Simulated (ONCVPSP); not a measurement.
What one change does to a pseudopotential (osmium, ONCV)

osmium, optimised norm-conserving Vanderbilt (ONCV), made with ONCVPSP 4.0.1 (PBE, scalar-relativistic). Core [Kr] 4d10 4f14, reference 5s2 5p6 5d6 6s2. Waves: 5s+6s: rc 1.55 bohr, ncon 3, nbas 6, qcut 9.1 1/bohr, 2 projectors; 5p: rc 1.60 bohr, ncon 4, nbas 8, qcut 10.7 1/bohr, 1 projector; 5d: rc 2.20 bohr, ncon 4, nbas 9, qcut 6.1 1/bohr, 1 projector. Local part: polynomial inside 1.45 bohr (lpopt 5, dvloc0 1 Ha). Core correction: Teter function, fcfact 3.75, rcfact 1.4.

Change: local potential polynomial inside 1.45 bohr (lpopt 5, dvloc0 -0.5 Ha).

Cutoffs: the cutoffs (Ha) at which the residual kinetic energy of the hardest occupied pseudo-wave falls to 1 and 0.1 mHa per electron; they do not see the model core or the augmentation charge, which bear on the density cutoff. Errors are all-electron minus pseudo energies relative to the spin-unpolarised reference configuration.

Question: How do hardness, ghosts and transferability respond?

Answer: The potential gets neither clearly harder nor softer (32 Ha and 39 Ha → 32 Ha and 39 Ha); of the 4 tests that both files solve, the error grows in 1 and shrinks in 0 by more than 15 % and 0.3 meV (median size 12.4 → 11.5 meV); the range in which the p phases agree narrows (upper end 2.5 → 1.4); neither file shows a bound ghost.

```csv
quantity,base,changed
"cutoff, loose",32 Ha,32 Ha
"cutoff, tight",39 Ha,39 Ha
bound ghosts,none,none
GHOST(+) flags under 300 eV,none,s at 287.1 eV
"error for 5s2 5p6 5d6 6s1, meV [ΔE 9.58 eV]",-3.3,-3.2
"error for 5s2 5p6 5d6 6s0, meV [ΔE 26.49 eV]",-8.8,-8.6
"error for 5s2 5p6 5d5 6s0, meV [ΔE 55.34 eV]",-16,-14
"error for 5s2 5p6 5d6 6s0 6p1, meV [ΔE 15.72 eV]",-25,+52
s: phases at 1.57 bohr within 0.05 rad from the reference energy up to (Ha; the scan ends near 5),to the end of the scan,to the end of the scan
p: phases at 1.63 bohr within 0.05 rad from the reference energy up to (Ha; the scan ends near 5),2.5,1.4
d: phases at 2.23 bohr within 0.05 rad from the reference energy up to (Ha; the scan ends near 5),1.6,1.8
"rms error of d²Exc/dni dnj with the model core, mHa",0.24,0.24
```
